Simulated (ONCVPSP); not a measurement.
## arsenic, ONCV: configuration errors across variants

* Element: As
* Generator: ONCVPSP 4.0.1
* Type: optimised norm-conserving Vanderbilt (ONCV)
* Functional: PBE
* Relativity: scalar-relativistic
* Frozen core: [Ar]
* Valence charge: 15
* Reference configuration: 3d10 4s2 4p3
* Partial waves: 4s: rc 1.45 bohr, ncon 3, nbas 8, qcut 4.4 1/bohr, 2 projectors, debl 0.4 Ha; 4p: rc 1.60 bohr, ncon 3, nbas 6, qcut 6.2 1/bohr, 1 projector; 3d: rc 1.15 bohr, ncon 5, nbas 10, qcut 14.6 1/bohr, 2 projectors, debl 0.7 Ha
* Local potential: polynomial inside 0.75 bohr (lpopt 1, dvloc0 0 Ha)
* Core correction: none

In the s channel the program set the typed energies aside and used -0.533, 0.250 Ha. In the d channel the program set the typed energies aside and used -1.494, 0.250 Ha.

All-electron excitation energies from the reference (eV): (1) 3d10 4s2 4p2 9.149; (2) 3d10 4s2 4p1 27.068; (3) 3d10 4s2 4p0 54.771; (4) 3d10 4s1 4p4 9.417.

4 further variants failed, have other tests or too few solved ones, and are left out.

A true bound ghost makes a file unfit for plane-wave use even where its test errors are small: the radial tests pick states by their node count and pass the ghost by.

Errors AE − PS in meV (a dash: test not solved or not reliable):

```
     change   (1)  (2)   (3)   (4)  bound ghosts  GHOST(+) flags above zero
       base  +3.1  +14  +3.6  +3.6             s                          p
s: qcut 2.6  +2.9  +13  +2.1  +6.9             s                       s, p
  s: qcut 3  +2.9  +14  +2.5  +6.2             s                          p
s: qcut 3.6  +3.0  +14  +3.1  +4.9             s                          p
  s: qcut 4  +3.1  +14  +3.4  +4.1             s                          p
s: qcut 4.5  +3.1  +14  +3.7  +3.5             s                          p
```

(1) Give the same row for: s: qcut 4.8.

## Answers

(1) +3.1, +14, +3.8, +3.2; bound ghosts: s; GHOST(+) flags above zero: p.
